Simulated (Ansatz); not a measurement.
Gas-phase electronic energies from Ansatz, PBE0-D4/def2-TZVP geometries. CCSD(T)/CBS is the MP2 limit (def2-TZVPP, def2-QZVPP) plus CCSD(T) − MP2 in def2-TZVPP, frozen cores. This one scheme is used for every species. Functionals use def2-TZVPP. Elements past krypton have def2 core potentials. For Sn outer-core shells are correlated without core-valence functions, which leaves a few kJ/mol of doubt a bond. One conformer a species, not always the lowest.

Consider the ligand exchange at the Sn–Cl bond: `[Cl][Sn]([Cl])([Cl])[Cl]` + NH₃ → `[NH2][Sn]([Cl])([Cl])[Cl]` + HCl.

```csv
level,ΔE (eV)
revPBE-D4,0.76
r2SCAN0,0.80
MP2/def2-TZVPP,0.71
HF/def2-QZVPP,0.85
```

(1) What does CCSD(T)/CBS give? (An estimate is asked.)

Largest T1 diagnostic among the species: 0.011.

## Answers

(1) Ansatz gave: +0.75 eV. The listed levels differ from it by 0.01, 0.05, -0.04, 0.10 eV.

From BLYP to BHLYP (50 % exact exchange), in def2-TZVPP and without D4, ΔE moves by +0.04 eV. In def2-TZVPP, CCSD(T) changes the Hartree–Fock value by −0.15 eV (the triples alone add −0.01 eV) and MP2 by −0.13 eV.
